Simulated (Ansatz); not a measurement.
Consider the redistribution: `N[Si](N)(F)Cl` + `C[SiH](Cl)[SiH2]O` → `N[Si](F)(Cl)Cl` + `C[SiH](N)[SiH2]O`.

Program: Ansatz. Geometries: PBE0-D4/def2-TZVP. ΔE: electronic, gas phase. CCSD(T)/CBS is the MP2 limit (def2-TZVPP, def2-QZVPP) plus CCSD(T) − MP2 in def2-TZVPP, frozen cores. DFT in def2-TZVPP. One conformer a species, not always the lowest.

```json
{"level": "PBE", "ΔE (kJ/mol)": "35.6"}
{"level": "SCS-MP2/def2-TZVPP", "ΔE (kJ/mol)": "38.4"}
{"level": "CCSD(T)/def2-TZVPP", "ΔE (kJ/mol)": "37.4"}
{"level": "CCSD/CBS(def2)", "ΔE (kJ/mol)": "41.1"}
```

**Question.** What does CCSD(T)/CBS give? (Estimate.)

**Answer.** Ansatz gave: +39.3 kJ/mol. The listed levels differ from it by -3.7, -0.9, -1.9, 1.8 kJ/mol.

Largest T1 diagnostic among the species: 0.011.

In def2-TZVPP, CCSD(T) changes the Hartree–Fock value by −11.0 kJ/mol (the triples alone add −1.8 kJ/mol) and MP2 by −11.3 kJ/mol.
